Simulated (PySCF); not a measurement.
Core binding energy against partial charge

Species: C6H9P.
Bonds: C1–C2, C2–C3, C3–C4 (double), C4–P5, P5–C6, C6–C7, C2–C6 (double). Hydrogens: H8, H9, H10 on C1; H11 on C3; H12 on C4; H13 on P5; H14, H15, H16 on C7.

Binding energies: delta-SCF UKS SCAN, pcX-2 on the ionised atom, pcseg-1 elsewhere, spin-free X2C in PySCF 2.14.0. Charges: PBE0/pcSseg-1 ground-state density, for the ionised atom.

```csv
atom,environment,C 1s (eV),Mulliken (e),IAO (e),Hirshfeld (e),ESP (e)
C4,unsaturated ring CH carbon,289.62,-0.380,-0.380,-0.119,-0.194
C6,unsaturated ring carbon,289.69,-0.576,-0.211,-0.056,-0.044
C2,unsaturated ring carbon,290.04,-0.218,-0.011,-0.009,+0.422
C3,unsaturated ring CH carbon,290.06,-0.034,-0.154,-0.058,-0.449
C1,carbon bonded to C and 3 H,290.67,-0.132,-0.420,-0.114,-0.565
C7,carbon bonded to C and 3 H,290.72,-0.167,-0.417,-0.119,-0.450
```

Task: How well does each charge scheme correlate with the binding energies over these sites?

Result: Mulliken: r = 0.66, slope 1.6 eV per e; Hirshfeld: r = -0.37, slope -3.8 eV per e; IAO: r = -0.43, slope -1.2 eV per e; ESP: r = -0.53, slope -0.7 eV per e. Mulliken charges have the highest r, on only 6 points.

Task: The point-charge model writes a binding energy as kq + V + constant, with V the potential of the other atoms' charges at the site. What does it give with the IAO charges?

Result: V = Σ 14.40 eV Å × q/r over all other atoms: +3.23 eV at C4, -0.08 eV at C6, -3.58 eV at C2, -0.58 eV at C3, +4.77 eV at C1, +4.58 eV at C7. Fitting binding energy − V to q gives k = 18.6 eV per e and leaves an rms residual of 0.15 eV, against 0.39 eV for the fit on q alone. The model has no term for differences in relaxation between sites.

Geometry: PBE0-D3(BJ)/def2-SVP; no solvent, vibrations or thermal averaging.
